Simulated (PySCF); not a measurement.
# What a mistake does to a calculation on AlB2H4O cation

Calculated results; nothing here was measured. The program is PySCF 2.14.0, an open-source quantum chemistry code, run on an isolated molecule that a program drew, which may never have been made. The molecule is AlB2H4O cation (charge +1, singlet), drawn as the SMILES string `BO[BH][AlH+]`.

Each row is a Hartree-Fock (HF) and frozen-core CCSD(T) single point in the cc-pV(D+d)Z basis, meant for a local HF minimum. Run 1 is clean. Each other run has one planted mistake out of seven kinds, and not every kind appears here: one electron removed, one electron added, multiplicity raised by two, geometry at a saddle point, minimal basis STO-3G, one bond length entered in bohr, all coordinates scaled. The reference is restricted for singlets and unrestricted otherwise, and also for a bond in bohr. Adding or removing an electron swaps singlet and doublet. Electrons count all cores. HOMO and LUMO are orbital energies over both spins, the gradient is its largest component, and the lowest frequency (negative if imaginary) is given only where the gradient is small. Bond lengths are over the 7 bonds as drawn. T1 is the CCSD diagnostic: over 0.02 (restricted) or 0.045 (unrestricted) a single reference is doubtful.

Geometry of the clean run:
```xyz
8
AlB2H4O cation, angstrom
B    -1.1068   -1.7772   -1.5847
O    -0.0920   -1.0933   -0.9228
B     1.1904   -0.9407   -0.7290
Al    1.7166    0.6409    0.7424
H    -1.4970   -1.3130   -2.6082
H    -1.5420   -2.7500   -1.0560
H     2.0731   -1.5487   -1.2497
H     2.0720    1.7505    1.7744
```

```
run  electrons  basis functions  <S^2>  HOMO (eV)  LUMO (eV)  gradient (hartree/bohr)  lowest frequency (cm^-1)  mean bond (Å)  longest bond (Å)      T1  HF (hartree)  CCSD(T) (hartree)                     mistake
  1         34               85  0.000     -15.53      -4.82                  2.0e-05                        80         1.4354             2.223  0.0188    -368.27084         -368.70829                    no fault
  2         35               85  0.789      -5.81       0.95                  4.9e-02                         -         1.4354             2.223  0.0243    -368.46553         -368.91896          one electron added
  3         34               85  2.009     -12.32      -7.03                  4.4e-02                         -         1.4354             2.223  0.0257    -368.16163         -368.58985  multiplicity raised by two
  4         34               28  0.000     -13.65       0.55                  2.5e-02                         -         1.4354             2.223  0.0240    -363.84193         -364.03850        minimal basis STO-3G
  5         33               85  0.794     -21.42     -13.68                  1.1e-01                         -         1.4354             2.223  0.0268    -367.73538         -368.15563                           ?
  6         34               85  0.673     -13.69      -4.91                  2.1e-02                         -         1.5866             2.248  0.0662    -368.14371         -368.58251                           ?
```

**Which mistake was planted in run 5, and what did it cost?**

It counts 33 electrons, one fewer than the clean run, at the same geometry and basis. So the mistake is: one electron removed. Subtracting run 1 and multiplying by 627.51 kcal/mol a hartree, the energy moved by 336.0 kcal/mol in HF and 346.8 kcal/mol in CCSD(T).

**Which mistake was planted in run 6, and what did it cost?**

The mean bond changes by a factor of 1.105 and the longest by 1.011, so the molecule wasn't scaled as a whole. A length L in bohr read as angstrom grows by (1/0.5292 - 1) L = 0.890 L. The 7 bonds together grew by 7 x 0.1512 = 1.058 Å, which gives L = 1.190 Å. That is the length of one of the B-H bonds, 1.190 Å in the clean geometry. So the mistake is: one bond length entered in bohr. Subtracting run 1 and multiplying by 627.51 kcal/mol a hartree, the energy moved by 79.8 kcal/mol in HF and 78.9 kcal/mol in CCSD(T).

Cautions from the logs. Run 4: T1 is over the limit, so its CCSD(T) energy is less reliable; run 6: T1 is over the limit, so its CCSD(T) energy is less reliable.
